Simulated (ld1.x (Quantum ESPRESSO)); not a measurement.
V (Z = 23), RRKJ: configuration errors across variants

- Element: V (Z = 23)
- Generator: ld1.x (Quantum ESPRESSO) 7.5
- Type: norm-conserving RRKJ (Kleinman–Bylander form)
- Functional: PW91
- Relativity: scalar-relativistic
- Frozen core: [Ar]
- Valence charge: 5
- Reference configuration: 3d4 4s1 4p0
- Partial waves: 4p (bound, empty): rc 2.70 bohr; 3d (bound): rc 1.75 bohr; 4f channel at 0.25 Ry: rc 2.45 bohr; 4s (bound): rc 2.15 bohr
- Local potential: the s channel
- Core correction: none
- rho0: 0.005

All-electron excitation energies from the reference (eV): (1) 3d3 4s2 4p0 -0.569; (2) 3d3 4s1 4p0 7.217; (3) 3d3 4s0 4p0 21.540; (4) 3d4 4s0 4p0 6.639; (5) 3d3 4s0 4p1 11.335; (6) 3d3 4s1 4p1 2.794; (7) 3d3.5 4s1.5 4p0 -0.524.

5 further variants failed, have other tests or another functional or relativity, and are left out.

Errors AE − PS in meV (a dash: test not solved or not reliable):

```tsv
change	(1)	(2)	(3)	(4)	(5)	(6)	(7)	bound ghosts
base	-92	-93	-33	+19	-136	-125	-21	none
wave 4f channel at 0.25 Ry: rc 2.45 bohr becomes 4f channel at -0.05 Ry: rc 2.45 bohr	-92	-93	-33	+19	-136	-125	-21	none
wave 4f channel at 0.25 Ry: rc 2.45 bohr becomes 4f channel at 0.25 Ry: rc 3.28 bohr	-92	-93	-33	+19	-136	-125	-21	none
core correction a·sin(br)/r model core inside 1.00 bohr	-156	-144	-216	-15	-212	-184	-33	none
all radii scaled by about 1.34 (s 2.88, p 3.62, d 2.34, f 3.28 bohr)	+22	-17	-10	+31	-93	-36	+0.3	none
```

(1) Give the same row for: wave 3d (bound): rc 1.75 bohr becomes 3d (bound): rc 1.20 bohr.

Results:

(1) -147, -129, -48, +10.0, -164, -169, -31; bound ghosts: none.
